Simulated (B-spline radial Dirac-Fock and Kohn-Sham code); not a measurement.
**Muonic isotope shifts in germanium**

Level of theory: the Dirac equation of a negative muon with reduced mass in the field of a spherical finite nucleus, with the Uehling potential to all orders; nuclear polarisation, deformation, hyperfine structure, self-energy, higher-order vacuum polarisation, relativistic recoil and electron screening are left out; a radial finite-basis atomic code. Nuclear charge: Fermi distribution (skin thickness 2.3 fm); radii from Angeli and Marinova (2013). Reference ⁷³Ge, radius 4.0632 fm: 2p3/2 → 1s1/2 1776 keV, 3d5/2 → 2p3/2 403.1 keV.

```csv
A,radius (fm),δ⟨r²⟩ (fm²),shift 2p3/2 → 1s (keV),shift 3d5/2 → 2p3/2 (keV)
70,4.0414,-0.177,+2.77,-0.01
72,4.0576,-0.045,+0.70,-0.01
74,4.0742,+0.090,-1.41,0.00
76,4.0811,+0.146,-2.26,+0.01
```

Values without a named source are computed, but for edge energies of neutral atoms, which are taken from tables.
